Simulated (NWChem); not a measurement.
System: CH2ClFO2Si; SMILES O=CO[Si@@H](F)Cl

The following NWChem deck was run.

```
start job
memory heap 200 mb stack 900 mb global 1100 mb
geometry units angstroms noautoz
  O      0.795791    -2.212297    -0.393326
  C     -0.067174    -2.062892     0.420279
  O     -0.749148    -0.923424     0.591730
  Si    -0.458062     0.424170    -0.384370
  F     -1.639552     1.429124     0.029987
  Cl     1.316816     1.278349     0.113178
  H     -0.414067    -2.840416     1.130924
  H     -0.558234     0.115373    -1.818048
end
basis spherical
  * library pcseg-2
end
dft
  xc hfexch
  iterations 150
  semidirect filesize 400000000
  mulliken
end
task dft energy
```

NWChem printed, in part:

```
             Northwest Computational Chemistry Package (NWChem) 7.3.0
             --------------------------------------------------------

 C1  symmetry detected

                             Geometry "geometry" -> ""
                             -------------------------

 Output coordinates in angstroms (scale by  1.889725989 to convert to a.u.)

  No.       Tag          Charge          X              Y              Z
 ---- ---------------- ---------- -------------- -------------- --------------
    1 O                    8.0000     0.70016218    -2.23863240    -0.44937583
    2 C                    6.0000    -0.17572461    -2.07477153     0.34746511
    3 O                    8.0000    -0.80907238    -0.91073393     0.53918987
    4 Si                  14.0000    -0.43164702     0.45173775    -0.38532777
    5 F                    9.0000    -1.57622536     1.49711099     0.03261734
    6 Cl                  17.0000     1.36703505     1.20643882     0.18259543
    7 H                    1.0000    -0.57598211    -2.85716851     1.02388475
    8 H                    1.0000    -0.50889802     0.19294089    -1.83027729

 Effective nuclear repulsion energy (a.u.)     374.0913156945

  xc_inp: hfexch multiplicative factor not found.

                                 NWChem DFT Module
                                 -----------------

 Summary of "ao basis" -> "ao basis" (spherical)
 ------------------------------------------------------------------------------
       Tag                 Description            Shells   Functions and Types
 ---------------- ------------------------------  ------  ---------------------
 O                          pcseg-2                 10       30   4s3p2d1f
 C                          pcseg-2                 10       30   4s3p2d1f
 Si                         pcseg-2                 12       34   5s4p2d1f
 F                          pcseg-2                 10       30   4s3p2d1f
 Cl                         pcseg-2                 12       34   5s4p2d1f
 H                          pcseg-2                  6       14   3s2p1d

            General Information
            -------------------
          SCF calculation type: DFT
          Wavefunction type:  closed shell.
          No. of atoms     :     8
          No. of electrons :    64
           Alpha electrons :    32
            Beta electrons :    32
          Charge           :     0
          Spin multiplicity:     1
          Use of symmetry is: off; symmetry adaption is: off
          Maximum number of iterations: 150
          AO basis - number of functions:   216
                     number of shells:    76
          Convergence on energy requested:  1.00D-06
          Convergence on density requested:  1.00D-05
          Convergence on gradient requested:  5.00D-04

              XC Information
              --------------
                     Hartree-Fock (Exact) Exchange  1.000

      Superposition of Atomic Density Guess
      -------------------------------------

 Sum of atomic energies:       -1035.95369485

      Non-variational initial energy
      ------------------------------

 Total energy =   -1037.900488
 1-e energy   =   -2177.934207
 2-e energy   =     765.942402
 HOMO         =      -0.401170
 LUMO         =       0.012026

------------------------------------------------------------
EAF file 0: "./job.aoints.0" size=803733504 bytes
------------------------------------------------------------
               write      read    awrite     aread      wait
               -----      ----    ------     -----      ----
     calls:     1533         0         0         0         0
   data(b): 8.04e+08  0.00e+00  0.00e+00  0.00e+00
   time(s): 0.00e+00  0.00e+00  0.00e+00  0.00e+00  0.00e+00
rate(mb/s): 0.00e+00  0.00e+00
------------------------------------------------------------

     ---------------------------------------------
      Total Density - Mulliken Population Analysis
     ---------------------------------------------

    Atom       Charge   Shell Charges
 -----------   ------   -------------------------------------------------------
    1 O    8     8.84   2.00  0.65  0.89  0.30  2.14  2.23  0.60  0.00  0.02  0.00
    2 C    6     4.92   2.00  0.54  0.36  0.12  0.93  0.75  0.08  0.03  0.11  0.01
    3 O    8     8.75   2.00  0.63  0.89  0.24  2.08  2.31  0.58  0.00  0.02  0.00
    4 Si  14    12.47   2.00  0.47  1.53  0.66  0.32  5.91  0.41  0.80  0.08  0.01  0.25  0.04
    5 F    9     9.58   2.00  0.65  0.97  0.31  2.47  2.47  0.71  0.00  0.01  0.00
    6 Cl  17    17.38   2.01  0.38  1.60  1.04  0.91  5.92  1.03  3.14  1.34  0.00  0.02  0.00
    7 H    1     0.96   0.39  0.47  0.06  0.01  0.03  0.00
    8 H    1     1.10   0.36  0.56  0.15  0.00  0.01  0.00

   convergence    iter        energy       DeltaE   RMS-Dens  Diis-err
 ---------------- ----- ----------------- --------- --------- ---------
 d= 0,ls=0.0,diis     1  -1036.8000144210 -1.41D+03  3.40D-03  1.33D+00
 d= 0,ls=0.0,diis     2  -1036.8960271301 -9.60D-02  1.34D-03  6.07D-01
 d= 0,ls=0.0,diis     3  -1036.9458441609 -4.98D-02  3.51D-04  1.02D-02
 d= 0,ls=0.0,diis     4  -1036.9474410145 -1.60D-03  1.40D-04  2.74D-03
 d= 0,ls=0.0,diis     5  -1036.9477843434 -3.43D-04  5.90D-05  1.53D-04
  Resetting Diis
 d= 0,ls=0.0,diis     6  -1036.9478356541 -5.13D-05  3.45D-05  4.28D-05
 d= 0,ls=0.0,diis     7  -1036.9478495427 -1.39D-05  8.66D-06  5.80D-06
 d= 0,ls=0.0,diis     8  -1036.9478510209 -1.48D-06  4.35D-06  1.50D-06
 d= 0,ls=0.0,diis     9  -1036.9478515009 -4.80D-07  5.98D-06  8.19D-07

         Total DFT energy =    -1036.947851500910
      One electron energy =    -2179.990075319276
           Coulomb energy =      849.557253828272
    Exchange-Corr. energy =      -80.606345704374
 Nuclear repulsion energy =      374.091315694468

 Numeric. integr. density =        0.000000000000

                       DFT Final Molecular Orbital Analysis
                       ------------------------------------

[...]
```

Level: Hartree-Fock/pcseg-2. All runs use the structure optimised with PBE0/def2-SVP.
